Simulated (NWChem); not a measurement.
System: Si3H8O; SMILES [SiH3][SiH2][SiH2]O

Input file for NWChem:

```
start job
memory heap 200 mb stack 900 mb global 1100 mb
geometry units angstroms
  O      2.797643     0.364176     0.214403
  Si     1.250020     0.700262     0.600229
  Si    -0.238456    -0.644634    -0.552525
  Si    -2.477723    -0.260160    -0.143216
  H      3.119185     0.376589    -0.681737
  H      1.003756     2.127257     0.339873
  H      1.308862     0.486008     2.041753
  H      0.011072    -0.526479    -2.006895
  H      0.065671    -2.069079    -0.318910
  H     -2.789893    -0.304777     1.288151
  H     -3.366789    -1.229489    -0.786400
  H     -2.906446     1.058409    -0.617745
end
basis spherical
  * library def2-svp
end
dft
  xc pbe0
  iterations 150
end
driver
  maxiter 120
end
task dft optimize
task dft freq
```

The level has its own optimisation; frequencies are unscaled. Brackets give each atom's bonded neighbours.

**Question.** What results follow from this input? (PBE0/def2-SVP.) Quantities: r O–Si (Å); r H–O (Å); r Si–Si [Si(HHOSi)–Si(HHSiSi)] (Å); r Si–Si [Si(HHHSi)–Si(HHSiSi)] (Å); highest harmonic frequency (cm⁻¹); lowest (cm⁻¹); zero-point energy (kcal/mol); dipole (D).

**Answer.** 
```
Item                                Value
----------------------------------  -----
r O–Si (Å)                          1.672
r H–O (Å)                           0.962
r Si–Si [Si(HHOSi)–Si(HHSiSi)] (Å)  2.355
r Si–Si [Si(HHHSi)–Si(HHSiSi)] (Å)  2.350
highest harmonic frequency (cm⁻¹)    3929
lowest (cm⁻¹)                          48
zero-point energy (kcal/mol)         45.8
dipole (D)                           1.23
```
